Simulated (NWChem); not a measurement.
Species: PbHSCl, singlet; SMILES [Pb]([SH])[Cl]

```xyz
4

Pb     0.4892     0.0088     0.0000
Cl    -1.1605     1.8952     0.0000
S     -1.2567    -1.8815     0.0000
H     -0.2789    -2.8355     0.0000
```
Atoms are numbered in this order, from 1.

Results from NWChem. Medium grid unless said otherwise, to which SCAN and Minnesota functionals are sensitive. Low-valent species are run as closed-shell singlets; no triplet was tried in these runs. Geometry: optimised at PBE-D3(BJ)/def2-SVP. def2 effective core potentials on Pb; no spin-orbit coupling. Total energies of different functionals are on different scales.

| level | energy (Ha) | highest occupied level (eV) | orbital gap (eV) | dipole (D) |
|---|---|---|---|---|
| B3LYP/def2-SVP | -1051.7839 | -6.99 | 4.03 | 4.56 |
| PBE/def2-SVP | -1051.3561 | -6.13 | 2.78 | 4.35 |
| BP86/def2-SVP | -1051.9251 | -6.24 | 2.76 | 4.33 |
| LDA (Slater exchange, VWN5)/def2-SVP | -1048.5718 | -6.28 | 2.71 | 4.18 |
| SCAN/def2-SVP | -1051.8196 | -6.50 | 3.02 | 4.58 |
| BHandHLYP/def2-SVP | -1051.5574 | -8.21 | 6.08 | 5.00 |
| M05-2X/def2-SVP | -1051.5680 | -8.40 | 6.45 | 5.03 |
| TPSSh/def2-SVP | -1051.6617 | -6.70 | 3.60 | 4.76 |
| PBE0/def2-SVP | -1051.3928 | -7.28 | 4.49 | 4.83 |
| MN15/def2-SVP | -1051.0346 | -7.87 | 5.43 | 4.87 |
